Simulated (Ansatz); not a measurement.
Wavefunction ladder for `N[Si@@H](O)S[Si@@H](N)F`

Cartesian coordinates in Å:
```
N 2.641 -1.295 -0.338
Si 1.292 -0.331 -0.003
O 1.452 1.090 -0.783
S -0.535 -1.301 -0.659
Si -1.910 0.269 -0.365
N -2.061 0.609 1.285
F -1.385 1.580 -1.157
H 2.931 -1.501 -1.280
H 2.976 -1.972 0.326
H 1.222 -0.183 1.471
H 0.647 1.508 -1.105
H -3.201 -0.040 -1.010
H -1.430 0.222 1.964
H -2.639 1.345 1.655
```

Charge 0, multiplicity 1. The structure was optimised at the PBE0-D4/def2-TZVP level. It is one conformer, not always the lowest. Frozen core, restricted reference, the Gaussian-basis code of Ansatz. CBS rows extrapolate triple and quadruple zeta; past MP2 they add the triple-zeta difference.

| basis | HF (Eh) | MP2 corr. |
| --- | --- | --- |
| def2-TZVPP | -1263.10689 | -1.33156 |
| def2-QZVPP | -1263.15105 | -1.44333 |

Problem. Estimate the CCSD correlation energy and the (T) correction in each basis where they were run (hartree).

Solution. 
| basis | CCSD corr. | (T) |
| --- | --- | --- |
| def2-TZVPP | -1.37769 | -0.05247 |
| CBS(def2) | -1.57224 | as TZ |
